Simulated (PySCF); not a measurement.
Predicted microwave data (PySCF, PBE0-D3(BJ)/def2-SVP geometry optimisation, gas phase) for one isomer of C10H9F:

```
Rotational constants : A = 2412, B = 735.8, C = 583.8 MHz
Dipole components    : |μa| = 1.14 D, |μb| = 0.93 D, |μc| = 0.49 D
Inertial defect      : -30.71 u·Å²
κ                    : -0.83
```

Problem. Which candidate fits, each taken in the one conformer that was computed?
A. `[F:1][CH2:2][c:3]1[cH:4][cH:5][cH:6][c:7]2[c:8]1[CH2:9][CH:10]=[CH:11]2` with F1–C2–C3–C4 132°
B. `[F:1][c:2]1[cH:3][cH:4][cH:5][c:6]([C@:7]23[CH2:8][C@H:9]2[CH2:10]3)[cH:11]1` with C5–C6–C7–C8 -9°

Solution. B. It is Fc1cccc([C@]23C[C@H]2C3)c1, an asymmetric top, point group C1. The candidates at the same level (rigid rotor, commonest isotopes):

| SMILES | A (MHz) | B (MHz) | C (MHz) | μa (D) | μb (D) | μc (D) | Δ (u·Å²) | point group | rotor |
| --- | --- | --- | --- | --- | --- | --- | --- | --- | --- |
| Fc1cccc([C@]23C[C@H]2C3)c1 | 2412 | 735.8 | 583.8 | 1.14 | 0.93 | 0.49 | -30.71 | C1 | asymmetric top |
| FCc1cccc2c1CC=C2 | 1543 | 1169 | 685.8 | 0.35 | 0.39 | 1.00 | -23.02 | C1 | asymmetric top |

`FCc1cccc2c1CC=C2` has B 59 % too high. No structure here is proved a minimum.
